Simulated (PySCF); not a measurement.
C₃H₈BNO, SMILES B1(N)[C@@H](C)CO1.

The structure is a stationary point at TPSSh-D3(BJ)/def2-SVP. The structure was generated by enumeration; whether it is a known compound was not checked. The values are those of a single conformer.

The numbers are results of PBE/def2-TZVP in PySCF, not measurements.

The molecule is in vacuum.

Computed frontier levels, gap, dipole moment and polarisability:
| Quantity | Result |
|---|---|
| highest occupied level | -6.05 eV |
| lowest empty level | 0.07 eV |
| orbital gap | 6.12 eV |
| dipole moment | 1.69 D |
| quadrupole, principal values (traceless, Buckingham form, about the centre of nuclear charge) | -5.94, -2.83, 8.77 D·Å |
| mean static polarisability | 61.4 bohr³ (9.10 Å³) |
| polarisability, principal values | 50.9, 61.8, 71.4 bohr³ |
